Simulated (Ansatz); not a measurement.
Al₃Cl₃⁺. Total charge 1; doublet. Geometry r2SCAN-D4/def2-SVP, that of the neutral singlet; atoms count from 1.

Cartesian coordinates in Å:
```
Al -0.1141 -1.6905 0.1216
Al 0.3719 0.0251 1.9691
Al -0.1404 1.0419 -0.3413
Cl 2.0040 1.3004 0.5371
Cl -1.7302 -3.0076 -0.2910
Cl -0.3913 2.3307 -1.9955
```

The structure comes from a short search, and lower isomers may exist.

(1) Estimate the Mulliken populations from the PBE0/def2-TZVP orbitals of Ansatz.

(2) Where does the spin sit?

(3) And the Mayer bond orders between heavy atoms (over 0.3)?

Results:

(1) 
| atom | charge (e) | spin (α − β) |
| --- | --- | --- |
| Al1 | 0.49 | 0.35 |
| Al2 | 0.40 | 0.17 |
| Al3 | 0.42 | 0.32 |
| Cl4 | -0.12 | 0.08 |
| Cl5 | -0.10 | 0.05 |
| Cl6 | -0.10 | 0.04 |
Mulliken values depend strongly on the basis.

(2) Summed by element: Al 0.84, Cl 0.16, of 1 unpaired in all. Largest on single atoms: Al1 0.35, Al3 0.32, Al2 0.17.

(3) Al1–Al2 0.69 (2.57 Å); Al1–Al3 0.61 (2.77 Å); Al1–Cl5 1.33 (2.13 Å); Al2–Al3 0.47 (2.58 Å); Al2–Cl4 0.55 (2.52 Å); Al3–Cl4 0.75 (2.33 Å); Al3–Cl6 1.33 (2.11 Å).
